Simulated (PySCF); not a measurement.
Field gradients at the hydrogen positions

Species: C₃H₉F₃SSi₂.
Z-matrix (Å and degrees, GFN2-xTB geometry), rows numbered from 1:
```
C 
C   1  1.5276
Si  2  1.8934  1  113.58
S   3  2.1247  2  109.34  1   168.64
Si  4  2.1826  3  107.78  2   150.16
C   3  1.9521  2  107.28  1   -73.72
F   6  1.3463  3  112.93  2    56.11
F   6  1.3542  3  112.03  2   175.38
F   6  1.3477  3  113.63  2   -64.83
H   1  1.0868  2  111.07  3    59.33
H   1  1.0877  2  110.25  3   179.19
H   1  1.0871  2  110.74  3   -61.02
H   2  1.0906  1  109.38  3   121.56
H   2  1.0934  1  109.19  3  -122.47
H   3  1.4612  2  116.08  1    40.16
H   5  1.4527  4  100.42  3   171.83
H   5  1.4547  4  106.88  3    53.08
H   5  1.4531  4  107.35  3   -69.29
```

Level: PBE0/pcSseg-1 (PySCF, non-relativistic); Q(2H) = 0.00286 b; rigid geometry, the same for H and D, with no vibrational averaging.

Question: Rank these positions by the coupling χzz of a deuteron there, largest first.
A. H17 (Si–H hydrogen)
B. H14 (methylene hydrogen)
C. H13 (methylene hydrogen)

Answer: C (209 kHz), B (205 kHz), A (112 kHz).

Q: What are Vzz, η and χzz (234.96 MHz × Q × Vzz) at all hydrogens?

A: 
| atom | bonded to | bond length (Å) | Vzz (au) | η | χzz (kHz) |
| --- | --- | --- | --- | --- | --- |
| H10 | C1 | 1.087 | 0.3113 | 0.03 | 209 |
| H11 | C1 | 1.088 | 0.3146 | 0.02 | 211 |
| H12 | C1 | 1.087 | 0.3145 | 0.03 | 211 |
| H13 | C2 | 1.091 | 0.3106 | 0.02 | 209 |
| H14 | C2 | 1.093 | 0.3047 | 0.02 | 205 |
| H15 | Si3 | 1.461 | 0.1612 | 0.01 | 108 |
| H16 | Si5 | 1.453 | 0.1679 | 0.02 | 113 |
| H17 | Si5 | 1.455 | 0.1667 | 0.03 | 112 |
| H18 | Si5 | 1.453 | 0.1666 | 0.02 | 112 |

Q: Average by the element that carries the hydrogen.

A: on C: 209 kHz over 5 positions, mean bond length 1.089 Å; on Si: 111 kHz over 4 positions, mean bond length 1.455 Å.

Q: Give the 2H NMR doublet splittings at H10 for a magnetic field along the z, y and x axes of the gradient: 3χ/2, 3χ(1 + η)/4, 3χ(1 − η)/4.

A: With |χ| = 209.2 kHz and η = 0.030: 314, 162 and 152 kHz, to first order and without motion.

Isolated species at its GFN2-xTB geometry (one conformer only). GFN2-xTB bond lengths can be off by several hundredths of an ångström, more for odd bonds, and the gradients follow them. These gradients aren't converged with respect to the basis.
